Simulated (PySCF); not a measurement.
Task: Give a PBE0-D3(BJ)/def2-SVP geometry of W(NMe)2F2, `C[N]=[W]([F])([F])=[N]C`. (Singlet state.)

Result: 
```
atom  x, y, z in Å
W1    -1.2306    0.0144   -0.8939
N2    -1.2315   -0.0210    0.8482
C3    -0.7302   -0.0456    2.1755
H4    -0.2680    0.9191    2.4454
H5    -1.5462   -0.2384    2.8922
H6     0.0286   -0.8363    2.3081
N7     0.4261    0.0225   -1.4290
C8     1.8435    0.0201   -1.3633
H9     2.2746   -0.1666   -2.3615
H10    2.2274    0.9916   -1.0077
H11    2.2163   -0.7649   -0.6827
F12   -1.9883    1.6585   -1.4218
F13   -1.9910   -1.6057   -1.4875
```

Any rigid rotation of these coordinates is as good. Atoms count from 1 in this order. W1 (tungsten bonded to 2 F and 2 N) is distorted tetrahedral (angles from 106.9° to 119.9°).

Bonds between heavy atoms (Å): W1–N2 1.742, W1–N7 1.741, W1–F12 1.886, W1–F13 1.886, N2–C3 1.419, N7–C8 1.419.

The calculation used PBE0-D3(BJ)/def2-SVP geometry optimisation, gas phase, def2 core potentials past Kr in PySCF.

Point group: Cs (tolerance 0.08 Å). No frequency check. Torsions: N7–W1–N2–C3 0°, N2–W1–N7–C8 0°.

Hardware: one thread of an Arm Neoverse V1, on a shared host. Cost: 1.9 min of wall time, 0.56 GiB resident at most. This is the geometry optimisation.
